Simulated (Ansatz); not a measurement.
Consider the silylene formation by 1,1-elimination: `C[SiH2][SiH](Cl)Cl` → `Cl[SiH2]Cl` + `C[SiH]`.

Isolated molecules relaxed with PBE0-D4/def2-TZVP in Ansatz; ΔE leaves out vibrations. CBS: MP2 limit from def2 TZ/QZ plus the TZ coupled-cluster correction, frozen cores. This one scheme is used for every species. DFT in def2-TZVPP. B3LYP here is the variant with VWN-RPA as its local correlation; programs differ in this. Each species was taken in one conformer, which may not be the lowest.

`C[SiH2][SiH](Cl)Cl`:

Cartesian coordinates in Å:
```
C -0.412 -1.398 0.882
Si 0.902 -0.324 0.097
Si -0.121 1.526 -0.901
Cl -1.460 0.857 -2.314
Cl -1.157 2.565 0.543
H -1.124 -1.743 0.130
H 0.038 -2.273 1.357
H -0.961 -0.837 1.641
H 1.653 -1.055 -0.961
H 1.875 0.182 1.103
H 0.767 2.500 -1.577
```

`Cl[SiH2]Cl`:

Z-matrix (Å, degrees):
```
Si
Cl 1 2.040
Cl 1 2.040 2 110.1
H 1 1.476 2 108.5 3 -118.6
H 1 1.476 2 108.5 3 118.6
```

`C[SiH]`:

Z-matrix (Å, degrees):
```
C
Si 1 1.892
H 1 1.098 2 109.5
H 1 1.098 2 109.7 3 -115.3
H 1 1.091 2 113.8 3 122.2
H 2 1.531 1 94.2 3 58.0
```

```json
{"level": "PBE0-D4", "ΔE (kJ/mol)": "257.3"}
{"level": "B3LYP-D4", "ΔE (kJ/mol)": "236.7"}
{"level": "CCSD/def2-TZVPP", "ΔE (kJ/mol)": "225.2"}
{"level": "HF/def2-QZVPP", "ΔE (kJ/mol)": "208.6"}
```

Problem. What does CCSD(T)/CBS give? (Estimate.)

Solution. The calculation gave: +237.5 kJ/mol. The listed levels differ from it by 19.8, -0.8, -12.3, -28.9 kJ/mol.

Largest T1 diagnostic among the species: 0.012.

From BLYP to BHLYP (50 % exact exchange), in def2-TZVPP and without D4, ΔE moves by +21.5 kJ/mol. Leaving LDA and LC-ωPBE aside and taking each functional with its dispersion term where it has one, the values, not all of them listed here, spread over 32.1 kJ/mol, from B2PLYP to r2SCAN0-D4. LDA lies +32.1 kJ/mol from PBE without D4.
